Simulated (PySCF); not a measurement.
## Vanadium: a sound run and one with changed settings

Sound run: V⁺ [Ar] 3d4, V²⁺ [Ar] 3d3. Calculation: PySCF 2.14, in 6-31G*; no relativity, point nucleus. In the sound run the correlated levels freeze [Ar]. The sound run starts from symmetry-adapted Hartree-Fock orbitals and uses a fine grid where one is needed.

Changed run: initial guess sap, at most 50 SCF cycles.

```
species  method  sound run (hartree)  changed run (hartree)  converged
     V⁺     UHF                  n/a             -942.55010         no
     V⁺   B3LYP           -943.55480             -943.57003        yes
     V⁺     PBE           -943.29403             -943.31282        yes
    V²⁺     UHF           -942.08761             -942.08761        yes
    V²⁺   B3LYP           -943.03481             -943.03481        yes
    V²⁺     PBE           -942.76742             -942.76742        yes
    V²⁺     MP2           -942.09937             -942.09937        yes
```

The plain start fixes occupations by D2h representation alone, and V⁺ at B3LYP, V⁺ at PBE landed in another state (other ⟨L²⟩ or ⟨S²⟩).
